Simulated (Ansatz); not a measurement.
Consider the formal exchange of groups at a Ge–S bond: `[F][GeH2][S][GeH3]` + `C1=CC1` → `[F][GeH2][C]1=CC1` + `[SH][GeH3]`.

Program: Ansatz. Geometries: PBE0-D4/def2-TZVP. ΔE: electronic, gas phase. CBS: MP2 limit from def2 TZ/QZ plus the TZ coupled-cluster correction, frozen cores. This one scheme is used for every species. Functionals use def2-TZVPP. B3LYP here is the variant with VWN-RPA as its local correlation; programs differ in this. For Ge outer-core shells are correlated without core-valence functions, which leaves a few kJ/mol of doubt a bond. Scalar relativity is left out up to krypton. One conformer a species, not always the lowest.

Problem. Is it downhill or uphill in electronic energy at CCSD(T)/CBS, and by how much? (Estimate.)

Solution. The calculation gave: Uphill: ΔE = +46.8 kJ/mol.

Problem. What do these levels give: B3LYP-D4, ωB97X-V, BLYP, r2SCANh, CCSD(T)/def2-TZVPP, CCSD/CBS(def2)? (An estimate is asked.)

Solution. The calculation gave: B3LYP-D4 47.4, ωB97X-V 46.4, BLYP 42.6, r2SCANh 48.8, CCSD(T)/def2-TZVPP 41.8, CCSD/CBS(def2) 45.7 kJ/mol.

Largest T1 diagnostic among the species: 0.012.

Leaving LDA and LC-ωPBE aside and taking each functional with its dispersion term where it has one, the values, not all of them listed here, spread over 5.5 kJ/mol, from B2PLYP to PBE-D4. The D4 term adds +3.8 kJ/mol with B3LYP and +1.9 kJ/mol with PBE0; it sums over pairs of atoms, weighted by their polarisabilities, and B3LYP, whose exchange is more repulsive, gets the larger term.
